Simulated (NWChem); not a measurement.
System: SiHI, singlet; SMILES I[SiH]

NWChem input:

```
start job
memory heap 200 mb stack 900 mb global 1100 mb
geometry units angstroms noautoz
  Si     0.095880    -1.939069     0.000000
  H     -1.423099    -2.083214     0.000000
  I     -0.006667     0.520713     0.000000
end
basis spherical
  * library sto-3g
end
dft
  xc xtpss03 ctpss03
  iterations 150
  mulliken
end
task dft energy
```

Parts of the log:

```
             Northwest Computational Chemistry Package (NWChem) 7.3.0
             --------------------------------------------------------

 CS  symmetry detected

                             Geometry "geometry" -> ""
                             -------------------------

 Output coordinates in angstroms (scale by  1.889725989 to convert to a.u.)

  No.       Tag          Charge          X              Y              Z
 ---- ---------------- ---------- -------------- -------------- --------------
    1 Si                  14.0000     0.06589265    -1.91665944     0.00000000
    2 H                    1.0000    -1.45554892    -2.03194404     0.00000000
    3 I                   53.0000     0.01005758     0.54462596     0.00000000

 Effective nuclear repulsion energy (a.u.)     173.8062801536

      Symmetry information
      --------------------

 Group name             Cs
 Group number              2
 Group order               2
 No. of unique centers     3

                                 NWChem DFT Module
                                 -----------------

 Summary of "ao basis" -> "ao basis" (spherical)
 ------------------------------------------------------------------------------
       Tag                 Description            Shells   Functions and Types
 ---------------- ------------------------------  ------  ---------------------
 Si                          sto-3g                  5        9   3s2p
 H                           sto-3g                  1        1   1s
 I                           sto-3g                 11       27   5s4p2d

      Symmetry analysis of basis
      --------------------------

        a'         27
        a"         10

            General Information
            -------------------
          SCF calculation type: DFT
          Wavefunction type:  closed shell.
          No. of atoms     :     3
          No. of electrons :    68
           Alpha electrons :    34
            Beta electrons :    34
          Charge           :     0
          Spin multiplicity:     1
          Use of symmetry is: on ; symmetry adaption is: on
          Maximum number of iterations: 150
          AO basis - number of functions:    37
                     number of shells:    17
          Convergence on energy requested:  1.00D-06
          Convergence on density requested:  1.00D-05
          Convergence on gradient requested:  5.00D-04

              XC Information
              --------------
                  TPSS metaGGA Exchange Functional  1.000
             TPSS03 metaGGA Correlation Functional  1.000

             Grid Information
             ----------------
          Grid used for XC integration:  medium
          Radial quadrature: Mura-Knowles
          Angular quadrature: Lebedev.
          Tag              B.-S. Rad. Rad. Pts. Rad. Cut. Ang. Pts.
          ---              ---------- --------- --------- ---------
          Si                  1.10       88           7.0       590
          H                   0.35       45           8.0       434
          I                   1.40      123           8.0       590
          Grid pruning is: on
          Number of quadrature shells:   256
          Spatial weights used:  Erf1

      Superposition of Atomic Density Guess
      -------------------------------------

 Sum of atomic energies:       -7136.60142596

      Non-variational initial energy
      ------------------------------

 Total energy =   -7136.358637
 1-e energy   =  -10189.432706
 2-e energy   =    2879.267789
 HOMO         =      -0.072878
 LUMO         =       0.172711

      Symmetry analysis of molecular orbitals - initial
      -------------------------------------------------

  Numbering of irreducible representations:

     1 a'          2 a"

  Orbital symmetries:

     1 a'          2 a'          3 a'          4 a'          5 a"
     6 a'          7 a'          8 a'          9 a'         10 a"
    11 a'         12 a'         13 a"         14 a'         15 a"
    16 a'         17 a'         18 a'         19 a'         20 a"
    21 a'         22 a'         23 a"         24 a'         25 a'
    26 a"         27 a'         28 a"         29 a'         30 a'
    31 a'         32 a"         33 a'         34 a'         35 a"
    36 a'         37 a'

     ---------------------------------------------
      Total Density - Mulliken Population Analysis
     ---------------------------------------------

    Atom       Charge   Shell Charges
 -----------   ------   -------------------------------------------------------
    1 Si  14    13.10   2.00  2.00  5.87  1.87  1.37
    2 H    1     1.31   1.31
    3 I   53    53.59   2.00  2.00  6.00  2.00  6.00  2.00  6.00  1.95  5.64 10.00 10.00

   convergence    iter        energy       DeltaE   RMS-Dens  Diis-err
 ---------------- ----- ----------------- --------- --------- ---------
 d= 0,ls=0.0,diis     1  -7139.1842661200 -7.31D+03  7.74D-02  1.56D-01
 d= 0,ls=0.0,diis     2  -7138.6730963361  5.11D-01  5.83D-02  2.05D+00
 d= 0,ls=0.0,diis     3  -7139.2389423236 -5.66D-01  4.95D-03  5.07D-03
 d= 0,ls=0.0,diis     4  -7139.2398763003 -9.34D-04  2.32D-03  1.23D-03
 d= 0,ls=0.0,diis     5  -7139.2403651069 -4.89D-04  1.09D-04  1.03D-06
 d= 0,ls=0.0,diis     6  -7139.2403656128 -5.06D-07  1.51D-05  2.91D-08
 d= 0,ls=0.0,diis     7  -7139.2403656248 -1.21D-08  1.61D-06  6.47D-10

         Total DFT energy =    -7139.240365624814
      One electron energy =   -10188.475523706111
           Coulomb energy =     3072.977464505303
    Exchange-Corr. energy =     -197.548586577652
 Nuclear repulsion energy =      173.806280153646

 Numeric. integr. density =       68.000004138994

                  Occupations of the irreducible representations
                  ----------------------------------------------

                     irrep           alpha         beta
                     --------     --------     --------
                     a'               25.0         25.0
                     a"                9.0          9.0

                       DFT Final Molecular Orbital Analysis
                       ------------------------------------

 Vector   32  Occ=2.000000D+00  E=-1.634106D-01  Symmetry=a"
              MO Center=  1.6D-02,  3.0D-01,  2.2D-17, r^2= 2.1D+00
   Bfn.  Coefficient  Atom+Function         Bfn.  Coefficient  Atom+Function
  ----- ------------  ---------------      ----- ------------  ---------------
    27      0.976091  3 I  pz                23     -0.322091  3 I  pz
     9      0.288810  1 Si pz                19      0.131945  3 I  pz
     5     -0.105131  1 Si pz                15     -0.052131  3 I  pz

 Vector   33  Occ=2.000000D+00  E=-1.589491D-01  Symmetry=a'
              MO Center=  1.8D-01, -3.1D-01, -2.5D-16, r^2= 3.3D+00
   Bfn.  Coefficient  Atom+Function         Bfn.  Coefficient  Atom+Function
  ----- ------------  ---------------      ----- ------------  ---------------
    25      0.715321  3 I  px                26      0.468330  3 I  py
     6      0.430734  1 Si s                  8     -0.270663  1 Si py
     7      0.254390  1 Si px                21     -0.236312  3 I  px
    22     -0.154534  3 I  py                 2     -0.123003  1 Si s
     4      0.105427  1 Si py                10     -0.098029  2 H  s

 Vector   34  Occ=2.000000D+00  E=-1.103817D-01  Symmetry=a'
              MO Center=  1.3D-02, -8.2D-01,  1.4D-16, r^2= 3.6D+00
   Bfn.  Coefficient  Atom+Function         Bfn.  Coefficient  Atom+Function
  ----- ------------  ---------------      ----- ------------  ---------------
    25      0.717156  3 I  px                 6     -0.528357  1 Si s
    10      0.384693  2 H  s                  7     -0.363146  1 Si px
    26     -0.255930  3 I  py                21     -0.231815  3 I  px
     8      0.214489  1 Si py                 3      0.141382  1 Si px
     2      0.140362  1 Si s                 17      0.094972  3 I  px

 Vector   35  Occ=0.000000D+00  E=-1.731931D-02  Symmetry=a"
              MO Center=  6.0D-02, -1.7D+00,  4.0D-17, r^2= 2.0D+00
   Bfn.  Coefficient  Atom+Function         Bfn.  Coefficient  Atom+Function
  ----- ------------  ---------------      ----- ------------  ---------------
     9      0.997732  1 Si pz                27     -0.378215  3 I  pz
     5     -0.344425  1 Si pz                23      0.117009  3 I  pz
    19     -0.047984  3 I  pz

 Vector   36  Occ=0.000000D+00  E= 1.319584D-01  Symmetry=a'
              MO Center=  6.7D-02, -1.2D+00,  7.2D-17, r^2= 2.5D+00
   Bfn.  Coefficient  Atom+Function         Bfn.  Coefficient  Atom+Function
  ----- ------------  ---------------      ----- ------------  ---------------
     8      1.040791  1 Si py                26      0.769166  3 I  py
    24     -0.359037  3 I  s                  4     -0.331869  1 Si py
     6      0.284136  1 Si s                 22     -0.205153  3 I  py
     7      0.093866  1 Si px                18      0.084822  3 I  py
     2     -0.066335  1 Si s                 10      0.054875  2 H  s

 Vector   37  Occ=0.000000D+00  E= 2.922381D-01  Symmetry=a'
              MO Center= -6.8D-01, -1.9D+00, -4.8D-17, r^2= 1.6D+00
   Bfn.  Coefficient  Atom+Function         Bfn.  Coefficient  Atom+Function
  ----- ------------  ---------------      ----- ------------  ---------------
     7      1.025794  1 Si px                10      1.015420  2 H  s
     6     -0.528866  1 Si s                  3     -0.304037  1 Si px
    26     -0.145635  3 I  py                 2      0.099563  1 Si s
    25     -0.098046  3 I  px                24      0.074962  3 I  s
    22      0.035697  3 I  py                 1     -0.031981  1 Si s

     ---------------------------------------------
      Total Density - Mulliken Population Analysis
     ---------------------------------------------

[...]
```

Level: TPSS/STO-3G, non-relativistic. Low-valent species are run as closed-shell singlets; no triplet was tried in these runs. All runs use the structure optimised with PBE0-D3(BJ)/def2-TZVP (def2 core potentials past Kr).
